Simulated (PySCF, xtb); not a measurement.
MoF5, SMILES [F][Mo+]([F])([F])([F])[F], charge +1, multiplicity 1.

Harmonic wavenumbers (cm⁻¹) from GFN2-xTB (xtb) at its own minimum, in rising order: 126, 127, 254, 255, 306, 331, 331, 542, 617, 623, 624, 732.

Question: What does PBE-D3(BJ)/def2-SVP in PySCF give at its own minimum? (Estimate from the structure and the level; the computed values follow.)

Answer: 104, 104, 225, 225, 278, 313, 313, 695, 756, 783, 808, 808. Paired by order, the mean absolute difference is 73 cm⁻¹ and the zero-point energies are 7.0 and 7.7 kcal/mol.
